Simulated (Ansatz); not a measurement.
The cluster Cd3⁻ (the lowest doublet isomer of a short search) was relaxed with r2SCAN (def2-TZVPD) in Ansatz in these states: charge -1 doublet, charge -1 quartet. The geometries follow in no particular order.

In the def2 sets Cd takes a core potential; there is no spin–orbit coupling.

A:

Cartesian coordinates in Å:
```
Cd 0.1719 -0.0438 -1.6967
Cd 1.1876 0.7629 0.9583
Cd -1.3595 -0.7190 0.7385
```

B:

Cartesian coordinates in Å:
```
Cd 0.7718 2.2960 -1.0928
Cd -0.0017 0.0024 0.0036
Cd -0.7701 -2.2985 1.0892
```

**Question.** Judge from the bond lengths which geometry belongs to which state (an estimate).

**Answer.** A is the charge -1 doublet (Cd1–Cd3 2.955 Å, Cd1–Cd2 2.955 Å, Cd2–Cd3 2.955 Å); B is the charge -1 quartet (Cd1–Cd3 5.315 Å, Cd1–Cd2 2.657 Å, Cd2–Cd3 2.658 Å).

At r2SCAN/def2-TZVPD the highest occupied level of the charge -1 doublet lies above zero (up to 1.12 eV). By energy differences its removal costs 0.62 eV (vertical, to the charge 0 singlet, at r2SCAN/def2-TZVPD); a positive level beside a positive removal energy at the same level points to self-interaction error. At r2SCAN/def2-TZVPD the highest occupied level of the charge -1 quartet lies above zero (up to 0.92 eV). It is a level of α spin, whose loss leaves a triplet; that state wasn't run at this geometry and level. The electron is either unbound and held by the finite basis, or the level is raised by self-interaction error. At PBE0/def2-TZVPD a doublet lies 1.81 eV below the charge -1 quartet. These are the stationary points nearest to one start from a short search; other shapes may lie lower in each state.
